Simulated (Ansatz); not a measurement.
Coupled-cluster diagnostics for W2O2⁺ (the lowest doublet isomer of a short search), Ansatz.

Geometry of the doublet (r2SCAN-D4/def2-TZVP):

```xyz
4

W     1.020    0.033   -0.636
W    -0.896   -0.029    0.559
O    -0.299   -1.485   -0.417
O     0.174    1.481    0.495
```

In the def2 sets W takes a core potential; there is no spin–orbit coupling. Correlated methods freeze 2 core orbitals; core or outer-core shells of W are correlated, in sets that lack core-valence functions. The structure comes from a short search, and lower isomers may exist.

Geometry of the charge 1 quartet (r2SCAN-D4/def2-TZVP):

```csv
atom,x (Å),y (Å),z (Å)
W1,0.231,1.071,-0.548
W2,-0.365,-0.889,0.527
O3,0.608,0.467,1.328
O4,-0.474,-0.648,-1.306
```

Q: Estimate the CCSD(T) correlation energy, the shares of MP2 and (T), T1 and the reference's ⟨S²⟩ for: charge 1, doublet, own geometry in def2-TZVP; charge 1, quartet, own geometry in def2-TZVP; and the rough time on 4 threads of Arm Neoverse V2 on a shared host.

A: 
```csv
state,basis,correlation (eV),MP2 share (%),(T) share (%),T1,⟨S²⟩ (pure),wall time,remarks
"charge 1, doublet, own geometry",def2-TZVP,-31.457,96.3,5.9,0.060,3.04 (0.75),61 s,"large T1, spin-contaminated"
"charge 1, quartet, own geometry",def2-TZVP,-31.515,96.2,5.9,0.063,5.05 (3.75),64 s,"flagged by the program, large T1, spin-contaminated"
```
Customary marks for T1 are 0.02 (closed shells), 0.045 (open shells) and about 0.05 (3d metals). T1 exceeds 0.02 in 2 of 2 rows and 0.045 in 2; the higher it lies, the less the single-reference result can be trusted.
